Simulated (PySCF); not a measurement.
C3H6FNSi, SMILES NC(F)=C=C[SiH3].

Coordinates come from a PBE0-D3(BJ)/def2-SVP optimisation. The structure was generated by enumeration; whether it is a known compound was not checked. Other conformers were not sampled.

All values below come from M06-2X/def2-TZVP (PySCF).

Gas-phase values at a fixed geometry.

```json
{
  "total_energy": "-561.92492 hartree",
  "highest_occupied_level": "-7.39 eV",
  "lowest_empty_level": "0.10 eV",
  "orbital_gap": "7.49 eV",
  "dipole_moment": "2.36 D",
  "quadrupole, principal values (traceless, Buckingham form, about the centre of nuclear charge)": "-6.19, -3.31, 9.49 D·Å",
  "mean_static_polarisability": "75.8 bohr³ (11.24 Å³)",
  "polarisability_principal_values": "56.0, 58.3, 113.2 bohr³"
}
```
